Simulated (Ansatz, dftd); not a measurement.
Species: CH3BF2, charge 0, singlet. CH3BF2 (difluoro(methyl)borane, SMILES CB(F)F).
B3LYP-D3(BJ)/def2-TZVP minimum from Ansatz (a program for electronic structure):
```xyz
7

B      0.0382    -0.0331     0.0601
F      1.3620    -0.1311     0.0752
F     -0.6018    -0.7094     1.0062
C     -0.7177     0.7971    -1.0188
H     -1.6747     1.1697    -0.6534
H     -0.9334     0.1496    -1.8760
H     -0.1185     1.6281    -1.3912
```
Charge 0, spin multiplicity 1.

Property: atomisation energy (electronic, to ground-state atoms), in kJ/mol. Radicals and triplets start from unrestricted determinants; spin-orbit coupling is neglected. Cores are frozen in correlated methods. Rows without X2C or -DK are non-relativistic. CBS(X,Y): correlation extrapolated as X^-3, Hartree-Fock from the larger set (Q,5: extrapolated as (X+1)exp(-9√X)). A bracket is a step between two methods taken in the basis named. Functionals run without relativity, which enters their misses. '+ core + X2C': CCSD(T) terms for core correlation (cc-pwCVTZ) and scalar relativity (cc-pVTZ-DK). Where a partner has so few electrons that a lower coupled-cluster level is exact, that level stands in.

Compared with CCSD(T)/CBS(cc-pVQZ,cc-pV5Z) + [CCSDT(Q) - CCSD(T)]/cc-pVDZ + core + X2C (Ansatz).

Q: Rank these levels by how close they come to it, closest first: PBE-D4/def2-TZVPD (Ansatz + dftd4); wB97M-V/def2-TZVPD (Ansatz); CCSD/CBS(cc-pVTZ,cc-pVQZ) (Ansatz).

A: wB97M-V/def2-TZVPD (3006.4 kJ/mol, difference 0.3), CCSD/CBS(cc-pVTZ,cc-pVQZ) (2957.0 kJ/mol, difference -49.1), PBE-D4/def2-TZVPD (3059.0 kJ/mol, difference 52.9)
